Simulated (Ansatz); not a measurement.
Consider the formal exchange of groups at a B–F bond: `CCB(C)F` + `C=C=C[SiH3]` → `CCB(C)[SiH3]` + `C=C=CF`.

Calculated with Ansatz (gas phase, PBE0-D4/def2-TZVP geometries, no zero-point term in ΔE). CCSD(T)/CBS is the MP2 limit (def2-TZVPP, def2-QZVPP) plus CCSD(T) − MP2 in def2-TZVPP, frozen cores. DFT in def2-TZVPP. B3LYP here is the variant with VWN-RPA as its local correlation; programs differ in this. One conformer a species, not always the lowest.

| level | ΔE (eV) |
| --- | --- |
| PBE-D4 | 2.75 |
| ωB97M-V | 3.00 |
| B2PLYP | 3.03 |
| PBE0 | 2.89 |
| B3LYP | 2.96 |
| MP2/def2-TZVPP | 3.13 |
| MP2/def2-QZVPP | 3.14 |
| MP2/CBS(def2) | 3.15 |

Question: What does CCSD(T)/CBS give? (Best estimate.)

Answer: Computed: +2.99 eV. The listed levels differ from it by -0.24, 0.01, 0.04, -0.10, -0.03, 0.14, 0.15, 0.16 eV.

Largest T1 diagnostic among the species: 0.013.

The D4 term adds −0.04 eV with B3LYP and −0.03 eV with PBE0; it sums over pairs of atoms, weighted by their polarisabilities, and B3LYP, whose exchange is more repulsive, gets the larger term. In def2-TZVPP, CCSD(T) changes the Hartree–Fock value by −0.20 eV (the triples alone add −0.03 eV) and MP2 by −0.04 eV.
